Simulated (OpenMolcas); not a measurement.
neutral nickel: effect of the active space

| Property | Result |
| --- | --- |
| Program | OpenMolcas |
| Method | CASSCF or its RAS form |
| Basis | ANO-RCC-VTZP |
| Scalar Hamiltonian | DKH2, point nucleus |
| Spin-orbit coupling | RASSI with atomic mean-field integrals over the reference wave functions, term energies averaged over their components |

A. 8 electrons in 5 orbitals (3d); 2S+1 = 3 even, 10 roots; 2S+1 = 1 even, 15 roots (14 in the spin-orbit step); cost of the order of 4 core-seconds
B. 10 electrons in 6 orbitals (3d 4s); 2S+1 = 3 even, 15 roots; 2S+1 = 1 even, 19 roots; cost about 9 core-seconds
C. 10 electrons in 9 orbitals (RAS2 3d 4s; RAS3 4p, at most 2 electrons); 2S+1 = 3 even, 15 roots; 2S+1 = 1 even, 19 roots kept (CI in the orbitals of an earlier block); 2S+1 = 3 odd, 21 roots; 2S+1 = 5 odd, 21 roots kept (CI in the orbitals of an earlier block); 2S+1 = 1 odd, 21 roots kept (CI in the orbitals of an earlier block); cost roughly 2.1 core-minutes
D. 10 electrons in 11 orbitals (3d 4s 4d); 2S+1 = 3 even, 15 roots; 2S+1 = 1 even, 10 roots kept (CI in the orbitals of an earlier block); cost of the order of 15 core-minutes

Energies in cm⁻¹ above 3d⁸ 4s² ³F₄.

```tsv
Level	A	B	C	D
3d⁸ 4s² ³F₄	0.0	0.0	0.0	0.0
3d⁸ 4s² ³F₃	1327	1283	1282	1308
3d⁸ 4s² ³F₂	2240	2159	2163	2211
3d⁸ 4s² ¹D₂	16745	15225	16038	16285
3d⁸ 4s² ³P₂	20303	19589	19524	18655
3d⁸ 4s² ³P₁	20686	20020	19898	18828
```

The spin-orbit steps hold different terms of 3d⁸ 4s² (D lacks ¹G), which shifts levels as well.

Among A to D the level of the table that moves most is 3d⁸ 4s² ³P₁, by 1900 cm-1 (lowest in D, highest in A).

Without dynamic correlation excited terms often stand tens of per cent too high (terms of higher spin than the ground term too low), and those without a measured partner can miss by more than the paired ones. Some high roots are left out of the spin-orbit mixing, which shifts the levels that they would mix with (holds for A). With the s shell closed, the reference lacks s² → p², s² → d² and s → d mixing, so excited terms can stand far too high and out of order, with CASPT2 too (holds for A). Terms from blocks run as CI alone lack orbitals of their own (holds for C; D). Active for correlation alone: 4d; no level in the range computed is led by a configuration that fills it, so any true level of that kind is missing (holds for D). Levels of configurations outside the active space are missing. The table leaves out levels that lie high or whose names do not pair safely across all columns.
